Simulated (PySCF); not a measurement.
**B⁺ (boron, charge +1): PBE0 calculation**

Configuration: [He] 2s1 3d1, high-spin 3D determinant (an excited configuration). Computed with PySCF 2.14 in dyall-av3z (15s9p3d2f, 71 functions), with no relativity, point nucleus.

```
Total energy                                                  : -23.6541 hartree
One-electron energy                                           : -28.7168 hartree
Hartree (Coulomb) energy                                      : 8.4464 hartree
Exchange-correlation energy                                   : -3.3836 hartree
Kinetic energy                                                : 23.60507 hartree
⟨S²⟩                                                          : 2.0000
⟨L²⟩                                                          : 6.000
Sum of ⟨r⟩                                                    : 6.820 bohr
Sum of ⟨r²⟩                                                   : 26.58 bohr²
Traceless quadrupole moment −½Σ⟨3z² − r²⟩ along its main axis : 6.60 e·bohr²
Density at the nucleus (Gaussians lack the cusp)              : 71.1 bohr⁻³
Spin density at the nucleus                                   : 2.37 bohr⁻³
Langevin diamagnetic susceptibility                           : -21.0 ×10⁻⁶ cm³/mol
```

```tsv
shell	electrons	mean orbital energy (eV)	rms radius, mean of both spins (bohr)
1s α	1	-211.97	0.381
1s β	1	-210.98	0.381
2s α	1	-27.465	1.79
3d α	1	-5.459	4.80
```

The outer electron is Rydberg-like, and this basis confines it to a smaller radius and binds it less than a complete one would.
